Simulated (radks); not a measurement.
Problem. The mean radii <r> (bohr) of the occupied orbitals of an atom or ion are listed with their occupations. All-electron calculation, scalar-relativistic Kohn-Sham, exchange-only PBE, spin-unpolarised, spherical densities, finite nucleus; Fermi nuclear charge, rms radius of each element as measured or else 0.836 A^(1/3) + 0.57 fm. Program: a radial shooting solver on a logarithmic mesh with Libxc functionals.

orbital  occ.      <r>
1s          2  0.02191
2s          2  0.09328
2p          6  0.08236
3s          2   0.2444
3p          6   0.2429
3d         10   0.2211
4s          2   0.5539
4p          6   0.5867
4d         10   0.6389
5p          6    1.503
4f          8   0.8584

Name the element and its charge.

Solution. Z = 64, gadolinium, charge +4: Gd4+ in [Kr] 4d10 4f8 5p6. The 1s radius gives Z: for a bare nucleus <r> = (2 gamma + 1)/(2Z) with gamma = sqrt(1 - (Z/c)^2), 0.02163 bohr for Z = 64, and screening makes it slightly larger (0.02191 here). The occupations add up to 60, and the charge is Z minus that.
